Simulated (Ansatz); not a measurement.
Computed with Ansatz.

Basis-set series for CH$_{5}$ClFPSi, SMILES `C[Si](F)(P)Cl`. Total charge 0; spin multiplicity 1. Geometry: relaxed with PBE0-D4/def2-TZVP. It is one conformer, not always the lowest.

| functional | basis | functions | energy (Eh) | HOMO (eV) | LUMO (eV) |
| --- | --- | --- | --- | --- | --- |
| PBE0-D4 | def2-SVP | 107 | -1231.14700 | -7.86 | 0.52 |
| PBE0-D4 | def2-TZVPP | 258 | -1231.70557 | -7.91 | 0.10 |
| ωB97M-V | def2-SVP | 107 | -1231.56851 | -9.92 | 2.56 |
| ωB97M-V | def2-TZVPP | 258 | -1232.13078 | -10.01 | 1.98 |

Give the rows for def2-QZVPP. (Best estimate.)

The calculation gave: 
```csv
functional,basis,functions,energy (Eh),HOMO (eV),LUMO (eV)
PBE0-D4,def2-QZVPP,474,-1231.74767,-7.93,-0.02
ωB97M-V,def2-QZVPP,474,-1232.17067,-10.04,1.39
```

Positive LUMOs are unbound and depend on the basis.
